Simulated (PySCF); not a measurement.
Cd(OH)(SMe) (CH₄CdOS), SMILES C[S][Cd][OH]. Atoms are numbered in the order given.

```xyz
8

Cd    -0.3414     0.2447     0.3980
O     -1.9118     1.1839     1.1799
H     -1.6924     2.1319     1.2723
S      1.4465    -0.9857    -0.4939
C      1.1476    -0.8450    -2.3075
H      0.1837    -1.2954    -2.6122
H      1.9643    -1.4142    -2.7929
H      1.1986     0.2023    -2.6618
```

Geometry: PBE-D3(BJ)/def2-SVP. The structure was generated by enumeration; whether it is a known compound was not checked. The def2 effective core potentials stand for the cores of Cd; spin–orbit coupling is left out. Other conformers were not sampled.

These are TDDFT-PBE/def2-SVPD (PySCF 2.14.0) values and carry that method's errors.

Vertical excitations. The molecule is in vacuum.

Computed excitation energies, oscillator strengths and character:
```csv
state,energy (eV),λ (nm),f,main pairs
S1,3.46,358,0.008,HOMO→LUMO 100 %
S2,4.36,285,0.014,HOMO−1→LUMO 99 %
S3,4.36,284,0.001,HOMO→LUMO+1 99 %
S4,4.78,259,0.009,"HOMO→LUMO+2 68 %, HOMO−2→LUMO 29 %"
S5,5.22,238,0.041,"HOMO−1→LUMO+1 66 %, HOMO−2→LUMO 15 %, HOMO→LUMO+2 11 %"
S6,5.59,222,0.011,HOMO−1→LUMO+2 88 %
S7,5.62,221,0.208,"HOMO−2→LUMO 26 %, HOMO−3→LUMO 26 %, HOMO→LUMO+2 13 %, HOMO−2→LUMO+1 11 %"
S8,5.65,220,0.054,HOMO−2→LUMO+1 77 %
S9,6.00,207,0.116,"HOMO→LUMO+3 45 %, HOMO−2→LUMO+2 26 %, HOMO−3→LUMO 9 %, HOMO−2→LUMO 7 %"
S10,6.01,206,0.046,"HOMO→LUMO+3 48 %, HOMO−2→LUMO+2 25 %, HOMO−3→LUMO 13 %"
T1,3.15,394,0,HOMO→LUMO 100 %
T2,3.96,313,0,HOMO−1→LUMO 99 %
T3,4.18,297,0,HOMO→LUMO+1 99 %
T4,4.21,294,0,HOMO−2→LUMO 97 %
```
Triplets are in the Tamm–Dancoff approximation, which puts them higher than full response would, so one can lie above its singlet here.
